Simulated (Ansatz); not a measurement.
One change: `NC1C[SiH2]1` becomes `[SeH]C1C[SiH2]1`.

Ansatz, PBE0-D4/def2-TZVP geometries, multiplicity 1. Each molecule was computed in one conformer, which needn't be the lowest.

Scalar relativity is left out up to krypton.

```csv
property,`NC1C[SiH2]1`
LUMO energy (ωB97M-V/def2-TZVPP) / eV,1.93
HOMO energy (PBE/def2-TZVPP) / eV,-5.12
HOMO energy (ωB97M-V/def2-TZVPP) / eV,-8.54
HOMO–LUMO gap (PBE0/def2-TZVPP) / eV,6.65
HOMO energy (PBE0/def2-TZVPP) / eV,-6.34
LUMO energy (PBE/def2-TZVPP) / eV,-0.50
```

Q: Give the same properties after the change, and the shifts. (Estimate.)

A: Ansatz gave: 
| property | `[SeH]C1C[SiH2]1` | shift |
| --- | --- | --- |
| LUMO energy (ωB97M-V/def2-TZVPP) / eV | 1.40 | -0.53 |
| HOMO energy (PBE/def2-TZVPP) / eV | -5.21 | -0.09 |
| HOMO energy (ωB97M-V/def2-TZVPP) / eV | -8.44 | 0.10 |
| HOMO–LUMO gap (PBE0/def2-TZVPP) / eV | 5.96 | -0.69 |
| HOMO energy (PBE0/def2-TZVPP) / eV | -6.30 | 0.04 |
| LUMO energy (PBE/def2-TZVPP) / eV | -1.19 | -0.69 |

Spin–orbit coupling is left out; it splits and shifts lone-pair levels of the heavy atoms by tenths of an eV.
